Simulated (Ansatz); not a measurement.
**Nudged elastic band run: CH₄Cl₂Zn**

The input (input.yaml):

```yaml
crystal:
  periodic: [false, false, false]
  atoms:
    - { symbol: Zn, position_ang: [-1.110239, -0.628534, -1.435633] }
    - { symbol: Cl, position_ang: [-1.03579, -2.641965, -0.816559] }
    - { symbol: Cl, position_ang: [-1.357892, 1.286718, -2.279091] }
    - { symbol: H, position_ang: [0.407883, -0.65729, 0.759667] }
    - { symbol: C, position_ang: [0.697659, 0.394892, 0.902319] }
    - { symbol: H, position_ang: [0.310184, 0.742285, 1.868947] }
    - { symbol: H, position_ang: [1.793276, 0.464252, 0.894206] }
    - { symbol: H, position_ang: [0.294918, 1.03954, 0.106243] }
magnetization:
  spin_polarized: true
basis:
  gaussian: { orbitals: def2-SVP }
hamiltonian:
  xc: pbe0
neb:
  order_check: false
  images: 7
  f_tol: 0.05
  max_iterations: 60
  final_atoms:
    - { symbol: Zn, position_ang: [-0.53929341, 0.53288805, -0.92073939] }
    - { symbol: Cl, position_ang: [-0.74518066, -2.31665647, -0.46169515] }
    - { symbol: Cl, position_ang: [-1.7503321, 0.53076114, -2.67026494] }
    - { symbol: H, position_ang: [-0.01123714, -2.31650319, 0.5972984] }
    - { symbol: C, position_ang: [0.5882829, 0.84641316, 0.62554312] }
    - { symbol: H, position_ang: [0.07505658, 0.54285732, 1.55255001] }
    - { symbol: H, position_ang: [1.5253886, 0.27102545, 0.55046285] }
    - { symbol: H, position_ang: [0.85731423, 1.90911254, 0.7269441] }
  initial_path:
    images:
      - { positions_ang: [[-1.110239, -0.628534, -1.435633], [-1.03579, -2.641965, -0.816559], [-1.357892, 1.286718, -2.279091], [0.407883, -0.65729, 0.759667], [0.697659, 0.394892, 0.902319], [0.310184, 0.742285, 1.868947], [1.793276, 0.464252, 0.894206], [0.294918, 1.03954, 0.106243]] }
      - { positions_ang: [[-1.08829674, -0.47958171, -1.31183187], [-0.87538459, -2.60532153, -0.69287156], [-1.47085684, 1.32915447, -2.2663582], [0.37835043, -0.74984839, 0.66259005], [0.67425851, 0.36948474, 0.8420607], [0.1987379, 0.77137167, 1.7086214], [1.69569473, 0.36270879, 1.01007985], [0.48749559, 1.00192997, 0.04780863]] }
      - { positions_ang: [[-1.06635447, -0.33062943, -1.18803074], [-0.71497918, -2.56867805, -0.56918413], [-1.58382167, 1.37159094, -2.2536254], [0.34881786, -0.84240678, 0.5655131], [0.65085802, 0.34407747, 0.78180239], [0.0872918, 0.80045834, 1.54829581], [1.59811346, 0.26116557, 1.1259537], [0.68007318, 0.96431993, -0.01062573]] }
      - { positions_ang: [[-1.04441221, -0.18167714, -1.06422961], [-0.55457377, -2.53203458, -0.44549669], [-1.69678651, 1.41402741, -2.2408926], [0.31928529, -0.93496517, 0.46843614], [0.62745754, 0.31867021, 0.72154409], [-0.0241543, 0.82954502, 1.38797021], [1.50053219, 0.15962236, 1.24182755], [0.87265077, 0.9267099, -0.0690601]] }
      - { positions_ang: [[-1.02246994, -0.03272486, -0.94042848], [-0.39416836, -2.4953911, -0.32180925], [-1.80975134, 1.45646388, -2.2281598], [0.28975272, -1.02752356, 0.37135919], [0.60405705, 0.29326294, 0.66128578], [-0.1356004, 0.85863169, 1.22764462], [1.40295091, 0.05807914, 1.3577014], [1.06522836, 0.88909987, -0.12749447]] }
      - { positions_ang: [[-0.90167581, 0.10867837, -0.9355062], [-0.48192144, -2.45070745, -0.35678073], [-1.79489653, 1.22503819, -2.33868608], [0.21450525, -1.34976847, 0.42784399], [0.60011351, 0.4315505, 0.65235012], [-0.08293615, 0.7796881, 1.30887096], [1.43356034, 0.11131572, 1.15589176], [1.01324983, 1.14410304, 0.08611518]] }
      - { positions_ang: [[-0.78088168, 0.2500816, -0.93058393], [-0.56967451, -2.40602379, -0.3917522], [-1.78004172, 0.99361251, -2.44921237], [0.13925779, -1.67201338, 0.48432879], [0.59616998, 0.56983805, 0.64341445], [-0.03027191, 0.70074451, 1.39009731], [1.46416976, 0.1645523, 0.95408213], [0.9612713, 1.3991062, 0.29972482]] }
      - { positions_ang: [[-0.66008755, 0.39148482, -0.92566166], [-0.65742759, -2.36134013, -0.42672368], [-1.76518691, 0.76218683, -2.55973866], [0.06401033, -1.99425828, 0.5408136], [0.59222644, 0.7081256, 0.63447879], [0.02239233, 0.62180091, 1.47132366], [1.49477918, 0.21778888, 0.75227249], [0.90929277, 1.65410937, 0.51333446]] }
      - { positions_ang: [[-0.53929341, 0.53288805, -0.92073939], [-0.74518066, -2.31665647, -0.46169515], [-1.7503321, 0.53076114, -2.67026494], [-0.01123714, -2.31650319, 0.5972984], [0.5882829, 0.84641316, 0.62554312], [0.07505658, 0.54285732, 1.55255001], [1.5253886, 0.27102545, 0.55046285], [0.85731423, 1.90911254, 0.7269441]] }
```

Run as:

```bash
$ ansatz run input.yaml --threads 4 --pin off --max-ram 5120MiB --backend cpu --events-out ev --progress --plain --runs-dir out
```

Output, in part (warnings, iteration lines, the closing report on the highest movable image, with atoms numbered from 0):

```
NEB end point (image 0): max|allowed force component| = 1.372e-2 eV/Å (the criterion of neb.relax_end_points is 1.000e-2)
NEB end point (image 8): max|allowed force component| = 1.907e-2 eV/Å (the criterion of neb.relax_end_points is 1.000e-2)
NEB iter   1: max|band force component| = 5.808e0 eV/Å  barrier→ = 3.1573 eV  barrier← = 1.7787 eV  Δτ_max = 0.2000 Å  (252 SCF iters)
NEB iter   2: max|band force component| = 1.876e0 eV/Å  barrier→ = 2.0039 eV  barrier← = 0.6253 eV  Δτ_max = 0.2000 Å  (211 SCF iters)
NEB iter   3: max|band force component| = 9.943e-1 eV/Å  barrier→ = 1.8385 eV  barrier← = 0.4599 eV  Δτ_max = 0.2000 Å  (209 SCF iters)
NEB iter   4: max|band force component| = 8.103e-1 eV/Å  barrier→ = 1.7333 eV  barrier← = 0.3547 eV  Δτ_max = 0.1342 Å  (212 SCF iters)
NEB iter   5: max|band force component| = 4.663e-1 eV/Å  barrier→ = 1.6805 eV  barrier← = 0.3019 eV  CI = image 5  Δτ_max = 0.2000 Å  (211 SCF iters)
NEB iter   6: max|band force component| = 4.197e-1 eV/Å  barrier→ = 1.8856 eV  barrier← = 0.5070 eV  CI = image 5  Δτ_max = 0.0984 Å  (211 SCF iters)
NEB iter   7: max|band force component| = 5.068e-1 eV/Å  barrier→ = 1.8724 eV  barrier← = 0.4938 eV  CI = image 5  Δτ_max = 0.0492 Å  (205 SCF iters)
NEB iter   8: max|band force component| = 1.652e-1 eV/Å  barrier→ = 1.8762 eV  barrier← = 0.4976 eV  CI = image 5  Δτ_max = 0.0544 Å  (210 SCF iters)
NEB iter   9: max|band force component| = 1.626e-1 eV/Å  barrier→ = 1.8738 eV  barrier← = 0.4952 eV  CI = image 5  Δτ_max = 0.0831 Å  (205 SCF iters)
NEB iter  10: max|band force component| = 6.865e-2 eV/Å  barrier→ = 1.8695 eV  barrier← = 0.4910 eV  CI = image 5  Δτ_max = 0.0984 Å  (204 SCF iters)
NEB iter  11: max|band force component| = 6.137e-2 eV/Å  barrier→ = 1.8677 eV  barrier← = 0.4891 eV  CI = image 5  Δτ_max = 0.0986 Å  (211 SCF iters)
NEB iter  12: max|band force component| = 7.824e-2 eV/Å  barrier→ = 1.8666 eV  barrier← = 0.4880 eV  CI = image 5  Δτ_max = 0.0492 Å  (212 SCF iters)
NEB iter  13: max|band force component| = 3.449e-2 eV/Å  barrier→ = 1.8663 eV  barrier← = 0.4877 eV  CI = image 5  Δτ_max = 0.0000 Å  (402 SCF iters)
Total energy: -74536.63374178 eV, -2739.1707672656 hartree
Atom 0 at    -0.772792     0.110246    -0.891909 Å, force    -0.003132     0.001469    -0.001631 eV/Å
Atom 1 at    -0.333962    -2.271346    -0.446164 Å, force     0.002331     0.003907     0.001199 eV/Å
Atom 2 at    -2.050529     0.954686    -2.353165 Å, force     0.000800    -0.001321     0.001815 eV/Å
Atom 3 at     0.217284    -1.032891     0.219066 Å, force    -0.001935    -0.004253    -0.005260 eV/Å
Atom 4 at     0.552321     0.422023     0.654349 Å, force     0.009748    -0.013168     0.001953 eV/Å
Atom 5 at    -0.053830     1.000451     1.370119 Å, force    -0.000352     0.006685     0.000741 eV/Å
Atom 6 at     1.152587    -0.271304     1.272213 Å, force    -0.005167     0.004015     0.001367 eV/Å
Atom 7 at     1.288921     1.088033     0.175592 Å, force    -0.002293     0.002665    -0.000185 eV/Å
Dipole moment:     0.458745     0.155756     0.533721 e Å
```

It converged. Neighbouring images differ by up to 1.2 eV, so the band resolves the path poorly. A vibrational analysis at the climbing image gives one clearly imaginary mode, 929i cm⁻¹: a first-order saddle point. The orbitals were unrestricted but ended closed-shell.

Final band (atoms are numbered from 1 in the order of the input):

```csv
image,path coordinate (Å),energy (kcal/mol),Zn1–Cl2 (Å),H4–C5 (Å),Zn1–C5 (Å)
0,0.00,0.0,2.11,1.10,3.13
1,0.72,0.1,2.11,1.10,3.07
2,1.44,0.1,2.11,1.10,3.00
3,2.16,2.0,2.12,1.10,2.93
4,2.88,15.2,2.20,1.13,2.43
5,3.59,43.0,2.46,1.56,2.06
6,4.55,34.0,2.85,2.43,1.95
7,5.50,32.1,2.89,3.20,1.94
8,6.45,31.8,2.89,3.22,1.94
```

The run took 6.5 min on 4 threads of Arm Neoverse N1, on a shared host, peak memory 0.35 GiB.
